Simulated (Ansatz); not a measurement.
Consider the ligand exchange at a Ga–C bond: `[CH3][Ga]([CH3])[C]#N` + H₂Se → `[CH3][Ga]([CH3])[SeH]` + `C#N`.

Computed with Ansatz on PBE0-D4/def2-TZVP structures; ΔE is electronic, products minus reactants. CBS: MP2 limit from def2 TZ/QZ plus the TZ coupled-cluster correction, frozen cores. This one scheme is used for every species. Functionals use def2-TZVPP. For Ga, Se outer-core shells are correlated without core-valence functions, which leaves a few kJ/mol of doubt a bond. Scalar relativity is left out up to krypton. Each species was taken in one conformer, which may not be the lowest.

(1) Is it downhill or uphill in electronic energy at CCSD(T)/CBS, and by how much? (Estimate.)

(2) What do these levels give: revPBE-D4, B2PLYP, PBE-QIDH, LC-ωPBE, HF/def2-SVP, MP2/def2-SVP, CCSD(T)/def2-SVP, HF/def2-TZVPP, CCSD/def2-TZVPP, CCSD(T)/def2-TZVPP, HF/CBS(def2), CCSD/CBS(def2)? (Estimate.)

Largest T1 diagnostic among the species: 0.014.

Answers

(1) The calculation gave: Downhill: ΔE = -14.0 kcal/mol.

(2) Ansatz gave: revPBE-D4 -14.3, B2PLYP -13.3, PBE-QIDH -14.0, LC-ωPBE -12.1, HF/def2-SVP -11.5, MP2/def2-SVP -13.9, CCSD(T)/def2-SVP -13.0, HF/def2-TZVPP -11.9, CCSD/def2-TZVPP -12.8, CCSD(T)/def2-TZVPP -13.0, HF/CBS(def2) -11.5, CCSD/CBS(def2) -13.7 kcal/mol.

The D4 term adds −1.0 kcal/mol with B3LYP and −0.5 kcal/mol with PBE0; it sums over pairs of atoms, weighted by their polarisabilities, and B3LYP, whose exchange is more repulsive, gets the larger term. At CCSD(T), def2-SVP lies +1.0 kcal/mol from the extrapolated value and def2-TZVPP +1.0 kcal/mol. In def2-TZVPP, CCSD(T) changes the Hartree–Fock value by −1.2 kcal/mol (the triples alone add −0.3 kcal/mol) and MP2 by −2.1 kcal/mol.

B3LYP here is the variant with VWN-RPA as its local correlation; programs differ in this.
